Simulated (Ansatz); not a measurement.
A family of related molecules: H2E=Y. Isolated molecules, 0 K electronic values unless said otherwise. Strings in code marks are SMILES.

Quantity: vertical ionisation energy (energy after one electron is removed minus that of the parent at the parent's geometry), in eV. The restricted reference of `N=[SiH2]` is unstable towards unrestricted orbitals.

A: `[S]=[GeH2]`
B: `[SiH2]=S`
C: `N=[SiH2]`
D: `O=[SiH2]`
E: `[GeH2]=[Se]`
F: `[SiH2]=[Se]`

**Question.** Put the candidates in order of vertical ionisation energy (energy after one electron is removed minus that of the parent at the parent's geometry), lowest first, for frozen-core CCSD(T)/def2-TZVPP // r2SCAN-D4/def2-TZVP (Ansatz, a first-principles code).

**Answer.** E (8.83 eV), F (9.09 eV), A (9.17 eV), B (9.50 eV), C (9.94 eV), D (10.82 eV)
